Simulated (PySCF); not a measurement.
Si(H)2(SeH)2 (H4Se2Si), SMILES [SeH][SiH2][SeH]. Heavy atoms are numbered as in [SiH2:1]([SeH:2])[SeH:3]. Hydrogens are named by the atom that carries them.

The structure is a stationary point at PBE0-D3(BJ)/def2-SVP. This is a generated structure with no PubChem entry under its InChIKey; it may be hypothetical. One conformer was computed; it need not be the lowest.

Method: HF/pcSseg-1 run with PySCF.

GIAO shieldings, no solvent; atoms alike by connectivity are averaged. δ = σ(ref) − σ: ²⁹Si against TMS (σ = 393.8 ppm); ⁷⁷Se against Me2Se (σ = 1942.8 ppm); ¹H against TMS (σ = 31.99 ppm), references at their B3LYP-D3(BJ)/def2-TZVP geometries, non-relativistic.

```
nucleus       atoms  count  δ (ppm)
-------  ----------  -----  -------
²⁹Si     Si1 (SiH2)      1    -14.1
⁷⁷Se      Se2 (SeH)      2   -245.0
¹H         H on Si1      2     5.41
¹H         H on Se2      2     1.26
```
